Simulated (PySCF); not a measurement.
Ga(H)(Vi)2, SMILES C=[CH][GaH][CH]=C (C4H7Ga), B3LYP/def2-SVP optimised geometry.

```
12

Ga     0.23     0.00     0.00
H      1.81     0.00     0.00
C     -0.71     1.73     0.00
C     -0.04     2.89     0.00
H     -1.81     1.78     0.00
H     -0.54     3.87     0.00
H      1.06     2.93     0.00
C     -0.71    -1.73     0.00
C     -0.04    -2.89     0.00
H     -1.81    -1.78     0.00
H     -0.54    -3.87     0.00
H      1.06    -2.93     0.00
```

Density from B3LYP/def2-TZVP run with PySCF 2.14.0 at that geometry.

Minimum of the electron density along straight lines between bonded atoms, close to the bond critical point (lines longer than 1.1 times the sum of covalent radii, or with two minima, are not listed):

```json
[
 {"bond": "Ga1–H2", "length / Å": "1.578", "ρ at the minimum / e bohr⁻³": "0.112", "∇²ρ there / e bohr⁻⁵": "___", "position (fraction from the first atom)": "0.60"},
 {"bond": "Ga1–C3", "length / Å": "1.964", "ρ at the minimum / e bohr⁻³": "0.115", "∇²ρ there / e bohr⁻⁵": "0.22", "position (fraction from the first atom)": "0.48"},
 {"bond": "C3–C4", "length / Å": "1.344", "ρ at the minimum / e bohr⁻³": "0.346", "∇²ρ there / e bohr⁻⁵": "-1.05", "position (fraction from the first atom)": "0.49"},
 {"bond": "C3–H5", "length / Å": "1.099", "ρ at the minimum / e bohr⁻³": "0.274", "∇²ρ there / e bohr⁻⁵": "-0.93", "position (fraction from the first atom)": "0.64"},
 {"bond": "C4–H6", "length / Å": "1.098", "ρ at the minimum / e bohr⁻³": "0.278", "∇²ρ there / e bohr⁻⁵": "-0.97", "position (fraction from the first atom)": "0.65"},
 {"bond": "C4–H7", "length / Å": "1.097", "ρ at the minimum / e bohr⁻³": "0.279", "∇²ρ there / e bohr⁻⁵": "-0.98", "position (fraction from the first atom)": "0.65"},
 {"bond": "Ga1–C8", "length / Å": "1.964", "ρ at the minimum / e bohr⁻³": "0.115", "∇²ρ there / e bohr⁻⁵": "0.22", "position (fraction from the first atom)": "0.48"},
 {"bond": "C8–C9", "length / Å": "1.344", "ρ at the minimum / e bohr⁻³": "0.346", "∇²ρ there / e bohr⁻⁵": "-1.05", "position (fraction from the first atom)": "0.49"},
 {"bond": "C8–H10", "length / Å": "1.099", "ρ at the minimum / e bohr⁻³": "0.274", "∇²ρ there / e bohr⁻⁵": "-0.93", "position (fraction from the first atom)": "0.64"},
 {"bond": "C9–H11", "length / Å": "1.098", "ρ at the minimum / e bohr⁻³": "0.278", "∇²ρ there / e bohr⁻⁵": "-0.97", "position (fraction from the first atom)": "0.65"},
 {"bond": "C9–H12", "length / Å": "1.097", "ρ at the minimum / e bohr⁻³": "0.279", "∇²ρ there / e bohr⁻⁵": "-0.98", "position (fraction from the first atom)": "0.65"}
]
```

Problem. What belongs in the gaps?

Solution. 
- Ga1–H2, ∇²ρ there / e bohr⁻⁵: 0.14
